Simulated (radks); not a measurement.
Values are calculated unless marked as measured or tabulated.
Problem. Spherical quantum dot in the effective-mass picture: electrons in a well V = -V0 / (1 + exp((r - R)/a)) with V0 = 4.52, R = 9.55, a = 0.88, with a point charge +1 (a donor) at the centre, all in effective atomic units (hartree* = m*/eps^2 hartree, bohr* = eps/m* bohr), one dielectric constant everywhere. Level of theory: non-relativistic Kohn-Sham, LDA (Slater exchange, Perdew-Wang correlation), spin-polarised, spherical densities (a radial shooting solver with Libxc functionals). Levels are named by radial order and angular momentum (1s, 1p, 1d, 2s, ...), and open shells are averaged over m. At N = 26 the configuration is 1s2 1p6 1d10 2s(up 1, down 0) 1f(up 7, down 0). Does electron 27 go into 1f down or 1g up or 2s down?

Solution. Into 1f down. The total energies of the other choices lie higher by 0.0161 hartree* (2s down), 0.0657 hartree* (1g up).
